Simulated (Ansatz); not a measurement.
Coupled-cluster diagnostics for CuTe₂, Ansatz.

Geometry of the doublet (PBE-D4/def2-TZVP):

```
atom    x (Å)    y (Å)    z (Å)
 Cu1  -0.0529   0.5662   1.2207
 Te2  -1.3580  -0.0781  -0.7655
 Te3   1.4109  -0.4881  -0.4552
```

In the def2 sets Te takes a core potential; there is no spin–orbit coupling. Correlated methods freeze 17 core orbitals; core or outer-core shells of Te are correlated, in sets that lack core-valence functions. The structure comes from a short search, and lower isomers may exist.

Geometry of the charge 0 quartet (PBE-D4/def2-TZVP):

Cartesian coordinates in Å:
```
Cu 0.806 -1.258 -0.491
Te -1.449 -0.131 0.476
Te 0.643 1.389 0.015
```

Task: Estimate the CCSD(T) correlation energy, the shares of MP2 and (T), T1 and the reference's ⟨S²⟩ for: charge 0, doublet, own geometry in def2-SVP; charge 0, quartet, own geometry in def2-SVP; and the rough time on 2 threads of Arm Neoverse V2 on a shared host.

Result: 
```
                          state     basis  correlation (eV)  MP2 share (%)  (T) share (%)     T1  ⟨S²⟩ (pure)  wall time   remarks
charge 0, doublet, own geometry  def2-SVP           -14.615           99.0            4.6  0.031  0.77 (0.75)       15 s         –
charge 0, quartet, own geometry  def2-SVP           -13.471           88.2            4.8  0.079  3.79 (3.75)       15 s  large T1
```
Customary marks for T1 are 0.02 (closed shells), 0.045 (open shells) and about 0.05 (3d metals). T1 exceeds 0.02 in 2 of 2 rows and 0.045 in 1; the higher it lies, the less the single-reference result can be trusted.
